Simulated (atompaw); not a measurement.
praseodymium (Pr): one change to a PAW (atompaw) potential, before and after

* Element: praseodymium (Pr)
* Generator: atompaw 4.2.0.5
* Type: PAW
* Functional: PBE
* Relativity: scalar-relativistic
* Frozen core: [Kr] 4d10
* Valence charge: 13
* Reference configuration: 4f3 5s2 5p6 5d0 6s2 6p0
* Partial waves: 5s (bound): rc 1.80 bohr; 6s (bound): rc 2.90 bohr; 5p (bound): rc 2.30 bohr; 6p (bound, empty): rc 3.00 bohr; 5d (bound, empty): rc 3.00 bohr; 5d channel at 0.55 Ry: rc 3.00 bohr; 4f (bound): rc 1.60 bohr; 4f channel at 2.7 Ry: rc 1.60 bohr
* Local potential: bessel scheme, radius 2.45 bohr
* Core correction: smooth core density matched at 2.30 bohr
* Augmentation charge: besselshape compensation charge, radius 2.60 bohr; PAW radius 3.00 bohr; waves and projectors: custom polynom vanderbiltortho

Change: wave 5s (bound): rc 1.80 bohr becomes 5s (bound): rc 1.74 bohr.

Cutoffs: the cutoffs (Ry, on a coarse ladder) from which the occupation-weighted sum of valence levels, in a spherical-Bessel basis at the reference potential, stays within 10 and 1 mRy of its value at 400 Ry; they do not see the model core or the augmentation charge, which bear on the density cutoff.

Problem. What does the change do?

Solution. The potential gets neither clearly harder nor softer (60 Ry and 90 Ry → 60 Ry and 90 Ry); the f channel sets the loose cutoff, while the largest relative change is in s, which becomes harder; neither file shows a bound ghost.

```tsv
quantity	base	changed
cutoff, loose	60 Ry	60 Ry
cutoff, tight	90 Ry	90 Ry
loose cutoff by channel (10 mRy a level)	s 12 Ry, p 10 Ry, f 45 Ry	s 15 Ry, p 10 Ry, f 45 Ry
bound ghosts	none	none
s: phases at 3.02 bohr within 0.05 rad from the reference energy up to (Ry; the scan ends near 5)	4.0	3.9
p: phases at 3.02 bohr within 0.05 rad from the reference energy up to (Ry; the scan ends near 5)	to the end of the scan	to the end of the scan
d: phases at 3.02 bohr within 0.05 rad from the reference energy up to (Ry; the scan ends near 5)	to the end of the scan	to the end of the scan
f: phases at 3.02 bohr within 0.05 rad from the reference energy up to (Ry; the scan ends near 5)	to the end of the scan	to the end of the scan
lowest overlap eigenvalue by channel	s 0.67, p 0.62, d 0.95, f 0.99	s 0.69, p 0.62, d 0.95, f 0.99
```

 The cutoffs see the waves, projectors and local potential, not the compensation charge or the core.
